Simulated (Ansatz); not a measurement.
The cluster Al₃Cl. Total charge 0; singlet. Geometry relaxed at PBE-D4/def2-TZVP.

| atom | x (Å) | y (Å) | z (Å) |
| --- | --- | --- | --- |
| Al1 | -0.105 | 0.211 | -0.550 |
| Al2 | 1.199 | -1.261 | 1.092 |
| Al3 | -0.613 | 0.090 | 1.958 |
| Cl4 | -0.481 | 0.961 | -2.500 |

The restricted singlet is unstable: a solution with broken spin symmetry lies lower. The order of the spin states hangs on the level: the triplet lies 0.07 eV below the singlet at PBE0-D4/def2-TZVP, but 0.01 eV above it at PBE-D4/def2-TZVP. The structure comes from a short search, and lower isomers may exist.

Question: Estimate the harmonic wavenumbers at RKS PBE-D4/def2-TZVP (Ansatz, unscaled). Is this a minimum?

Answer: 80, 100, 238, 293, 370, 546 cm⁻¹. Yes, no mode is imaginary beyond noise. Zero-point energy 9.7 kJ/mol. Run time 16 s (4 threads of Arm Neoverse V2 on a shared host).
